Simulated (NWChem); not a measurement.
Molecule: ZnHSeCl; SMILES [Cl][Zn][SeH]

```xyz
4

Zn     0.1121    -0.3965     0.0000
Cl     0.0281    -2.5110    -0.0016
Se     0.2182     1.8857     0.0020
H     -1.2688     1.9479    -0.0179
```
Atoms are numbered in this order, from 1.

Level: PBE-D3(BJ)/def2-SVP (NWChem), optimised geometry, unscaled harmonic frequencies. This build's default masses of Se (78.918 u) and Br (79.917 u) are each other's, which moves their modes by up to 0.6 %.

Task: List the harmonic frequencies with IR intensities, and the thermochemistry.

Result: 
```csv
frequency (cm⁻¹),IR intensity (km/mol)
81,8.6
85,7.6
247,0.2
451,56.9
569,0.5
2345,9.7
```

- zero-point energy = 5.4 kcal/mol
- thermal correction to the enthalpy at 298.15 K (with zero-point energy) = 9.3 kcal/mol
- heat capacity Cv = 14.1 cal/(mol K)
- entropy at 298.15 K and 1 atm (symmetry number 1) = 76.9 cal/(mol K)
- dipole moment = 1.25 D

Rigid rotor and harmonic oscillator; modes under 100 cm⁻¹ make the entropy uncertain.
